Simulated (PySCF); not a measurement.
**Ca₂Te, triplet: molecular constants**

These are results of PySCF, UPBE0, basis Te def2-SVP with ECP28, Ca def2-SVP (scalar-relativistic core potentials, no spin–orbit coupling, density fitting), not measurements.

The structure is a minimum.

```xyz
3
charge 0 multiplicity 3, angstrom
Te    0.0000    0.0000   -0.7514
Ca    2.1420    0.0000    1.1601
Ca   -2.1420    0.0000    1.1601
```

```
Point group                                                                   : C2v
Bond lengths                                                                  : Te–Ca 2.871 Å (×2)
Bond angles                                                                   : Ca–Te–Ca 96.5°
Principal polarisabilities                                                    : 205.7, 213.5, 372.8 bohr³
Entropy at 298.15 K and 1 bar (electronic part: spin only)                    : 336.9 J/(mol K)
Enthalpy at 298.15 K above 0 K                                                : 14.88 kJ/mol
Highest occupied level (α)                                                    : -3.81 eV
Atomisation energy without zero-point energy                                  : 427 kJ/mol
Dipole moment                                                                 : 3.97 D
Heat capacity Cp at 298.15 K                                                  : 56.6 J/(mol K)
Rotational constants                                                          : 0.09324, 0.04597, 0.03079 cm⁻¹
Spin squared ⟨S²⟩                                                             : 2.001
Principal quadrupole moments (Buckingham, traceless) about the centre of mass : -6.45, -4.96, 11.41 D Å
Zero-point energy                                                             : 3.0 kJ/mol
Lowest empty level (β)                                                        : -2.33 eV
Rotational symmetry number                                                    : 2
```

Harmonic modes (masses in u: Te 129.906, Ca 39.963):
| symmetry | ω (cm⁻¹) | IR (km/mol) | μ (u) |
| --- | --- | --- | --- |
| a1 | 45 | 0.6 | 45.50 |
| b2 | 225 | 15.2 | 48.54 |
| a1 | 226 | 7.3 | 46.58 |

In C2v the vibrations span 2a1 + b2. Here b1 is antisymmetric to the molecular plane and b2 lies in it.

Charges (e):
```csv
atom,Mulliken,Löwdin,polar tensor,spin (Mulliken),Mayer order to Te1
Te1,-0.62,-0.11,-0.62,0.13,–
"Ca2,3",0.31,0.05,0.31,0.93,1.08
```

Mulliken populations on Te1 (electrons outside its core potential): s 3.89, p 10.70, d 10.02.

This need not be the most stable arrangement of these atoms. At this level a singlet minimum of C2v symmetry lies 23 kJ/mol below this structure. No spin–orbit coupling is included, which matters more the heavier the element.

The final relaxation and frequency run took 36 s on 2 threads of a shared Arm Neoverse V1 host, with 74 basis functions and 12 gradients; the process peaked at 0.74 GiB. Launch command: `OMP_NUM_THREADS=2 python axn.py task.json out`.
